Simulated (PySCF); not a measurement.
## Exact mass, isotope pattern and composition

Species: `[H][In-]([H])([H])[Br]` ([InBrH3]-).

Calculated from tabulated atomic weights, isotope masses and abundances; no fragmentation.

What are the average molar mass and the monoisotopic mass?

For [BrH3In]-, with standard atomic weights, 1 × 114.818 + 1 × 79.904 + 3 × 1.008 = 197.746 g/mol. From the most abundant isotopes (115In, 79Br, 1H), 1 × 114.903878 + 1 × 78.918337 + 3 × 1.007825 = 196.8457 u for neutral atoms; the ion's mass is 196.8462 u once 1 electron mass (0.000549 u) is added.

Work out the cluster of the ion itself, one line a nominal mass.

| nominal mass | m/z (centroid) | relative intensity |
| --- | --- | --- |
| 195 | 194.8464 | 4.3 |
| 197 | 196.8462 | 100.0 |
| 199 | 198.8442 | 93.2 |

Cut off at 0.1 %. Abundances used (%; other tables differ somewhat): 113In 4.29, 115In 95.71; 79Br 50.69, 81Br 49.31; 1H 99.9885, 2H 0.0115.

Count the protons, neutrons and electrons of the monoisotopic species, and give its exact less its nominal mass.

87 protons, 110 neutrons and 88 electrons; 196.8457 − 197 = -0.1543 u, electron masses as for neutral atoms.

What share of all these ions is the monoisotopic species?

0.9571 × 0.5069 × 0.999885^3 = 48.50 %.

What is the composition by mass?

In 58.06 %, Br 40.41 %, H 1.53 %.
